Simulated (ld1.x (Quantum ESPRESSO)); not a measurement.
Values are calculated unless marked as measured or tabulated.
**Potentials for As compared**

Generated with ld1.x 7.5 (TM, RRKJ, ultrasoft, PAW), atompaw 4.2 or ONCVPSP 4.0.1. The cutoff is in Ry: for ld1.x and atompaw files where the sum of valence levels is converged to 10 mRy in a Bessel basis, for ONCV files where the hardest occupied wave has 1 mHa per electron of residual kinetic energy. The error is the largest all-electron minus pseudo excitation energy over each file’s own four to seven test configurations (ionisations up to +4, promotions, holes and added fractions of an electron), all of which were solved. The labels leave out finer settings (local radius, basis sizes, second energies), which also bear on the numbers. Spin-polarised tests are not counted. The rows are a selection from randomly drawn settings: files with unsolved tests, undetermined cutoffs or missed reference levels are left out.

A true bound ghost makes a file unfit for plane-wave use even where its test errors are small: the radial tests pick states by their node count and pass the ghost by.

| potential | cutoff (Ry) | largest error (meV) | bound ghosts |
| --- | --- | --- | --- |
| TM semilocal, LDA (PZ), scalar-relativistic, rc 1.25/1.65 (sp), local p, core correction yes, reference 4s2 4p3 | 50 | -76 | none |
| PAW, LDA (PZ), scalar-relativistic, rc 1.75/1.65 (sp), local smoothed, core correction yes, reference 4s2 4p2 | 10 | -437 | d |
| TM, PW91, non-relativistic, rc 1.25/1.70/1.30 (spd), local smoothed, core correction yes, reference 4s2 4p1 | 55 | -212 | d, s |
| TM, PBEsol, scalar-relativistic, rc 1.35/1.50/1.00 (spd), local d, core correction yes, reference 3d10 4s1.75 4p3.25 | 260 | -552 | s, p |
| TM, PBE, fully relativistic, rc 1.50/1.45 (sp), local smoothed, core correction yes, reference 4s2 4p3 | 40 | -120 | s |
| TM, Wu–Cohen, scalar-relativistic, rc 1.60/2.00/1.95 (spd), local smoothed, core correction yes, reference 4s2 4p2.5 | 30 | -72 | none |
| RRKJ, PBEsol, fully relativistic, rc 1.55/1.70/1.25/1.45 (spdf), local s, core correction yes, reference 3d10 4s2 4p2.5 | 160 | -455 | none |
| ultrasoft, PBEsol, scalar-relativistic, rc 1.45/1.80/1.70 (spd), local smoothed, core correction yes, reference 4s2 4p2.5 | 18 | -404 | d |

(1) Fill in the row for As: RRKJ, PBE, scalar-relativistic, rc 1.80/1.75/1.45 (spd), local smoothed, core correction no, reference 4s2 4p2.75.

Answers

(1) cutoff 40 Ry, largest error -11 meV, bound ghosts: d.
